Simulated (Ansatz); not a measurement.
Coupled-cluster diagnostics for Au(PH3)Cl (PH₃AuCl), Ansatz.

Geometry of the singlet (PBE-D4/def2-TZVP):

Cartesian coordinates in Å:
```
Au 0.784 0.150 1.201
P -0.423 -0.081 -0.647
H 0.247 -0.342 -1.871
H -1.238 1.002 -1.069
H -1.391 -1.119 -0.700
Cl 2.021 0.391 3.085
```

In the def2 sets Au takes a core potential; there is no spin–orbit coupling. Correlated methods freeze 10 core orbitals; core or outer-core shells of Au are correlated, in sets that lack core-valence functions.

Question: Estimate the CCSD(T) correlation energy, the shares of MP2 and (T), T1 and the reference's ⟨S²⟩ for: charge 0, singlet, own geometry in def2-TZVPP; and the rough time on 4 threads of Arm Neoverse V2 on a shared host.

Answer: 
| state | basis | correlation (eV) | MP2 share (%) | (T) share (%) | T1 | ⟨S²⟩ (pure) | wall time |
| --- | --- | --- | --- | --- | --- | --- | --- |
| charge 0, singlet, own geometry | def2-TZVPP | -27.943 | 97.6 | 3.9 | 0.015 | 0.00 (0.00) | 48 s |
Customary marks for T1 are 0.02 (closed shells), 0.045 (open shells) and about 0.05 (3d metals). T1 stays under 0.02 throughout.
